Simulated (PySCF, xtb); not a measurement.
Sn(H)(F)(NH2)2 (FH5N2Sn), SMILES [NH2][SnH]([NH2])[F].

GFN2-xTB run with xtb 6.7.1 at its own geometry gives an orbital gap of 4.25 eV and a dipole moment of 3.05 D.

Geometry optimised at B3LYP-D3(BJ)/def2-SVP. The def2 effective core potentials stand for the cores of Sn; spin–orbit coupling is left out. Other conformers were not sampled.

Problem. What does PBE0/def2-TZVP (PySCF) give? (The exact figures need the calculation; the answer reports its results.)

Solution. gap 7.01 eV (levels -7.71 and -0.71 eV), dipole 1.25 D.
